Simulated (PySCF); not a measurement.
A GIAO shielding run with PySCF (density fitting, non-relativistic, gas phase) on SMILES [SiH3]C[C@@H]1C[C@@]12C[C@@H]2S[SiH3], C6H14SSi2:

```
$ OMP_NUM_THREADS=1 python probes_run.py task.json out

{"job": {"kind": "nmr", "xc": "PBE0", "basis": "pcSseg-1"}, "charge": 0, "multiplicity": 1}
Si    -2.310115     0.138837    -1.682377
C     -1.077051     1.224186    -0.719023
C     -1.001482     0.864645     0.745370
C      0.238280     1.207830     1.547992
C     -0.075094    -0.197223     1.199557
C     -0.116465    -1.500503     1.900328
C      0.631567    -1.342626     0.596589
S      2.436025    -1.421749     0.616598
Si     2.857004    -0.311721    -1.162630
H     -3.646000     0.296193    -1.105957
H     -2.316175     0.565591    -3.082095
H     -1.913592    -1.268084    -1.599838
H     -0.081449     1.131865    -1.159139
H     -1.364449     2.274999    -0.811580
H     -1.950513     0.941435     1.266800
H      0.123752     1.519993     2.576366
H      1.059380     1.692146     1.038005
H      0.472843    -1.612375     2.799347
H     -1.029172    -2.080628     1.893305
H      0.222978    -1.811876    -0.289348
H      4.266853    -0.560128    -1.394471
H      2.580496     1.105763    -0.949638
H      1.987626    -0.829584    -2.214081
```

Hardware: 1 thread of an Arm Neoverse V1, shared host. The job also computes population analyses, field gradients, ring-centre shieldings.

(1) How large is the calculation?

(2) How long does it take, and how much memory does it need?

## Answers

(1) 94 electrons, 244 basis functions and 1333 auxiliary functions.

(2) 110 s of wall time, with 12 SCF cycles and 4 response iterations; peak memory 1.1 GiB. Times on a shared host scatter by some tens of per cent.
